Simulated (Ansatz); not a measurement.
```xyz
10

O    -1.596   -0.313    1.643
Si   -0.739   -0.680    0.309
N     0.956   -0.346    0.315
Si    0.746    0.713   -1.033
O    -0.892    0.395   -0.960
H    -1.479    0.560    2.024
H    -1.166   -2.053   -0.012
H     1.740   -0.701    0.829
H     1.068    2.145   -0.802
H     1.363    0.281   -2.311
```

The species carries charge 0 and has multiplicity 1.

Q: List the CAM-B3LYP/def2-TZVPP orbital energies in eV (the Gaussian-basis code of Ansatz). (Estimate.)

A: The calculation gave: Occupied: -1802.02, -1801.80, -522.75, -522.15, -390.92, -146.38, -146.23, -101.75, -101.73, -101.69, -101.61, -101.56, -101.53, -30.01, -29.23, -24.97, -17.66, -16.96, -15.87, -13.59, -13.49, -12.96, -12.01, -11.60, -11.41, -10.94, -10.27, -9.28. Lowest empty: 0.87, 1.53, 2.18, 2.65, 2.81, 2.96, 3.62, 4.34.
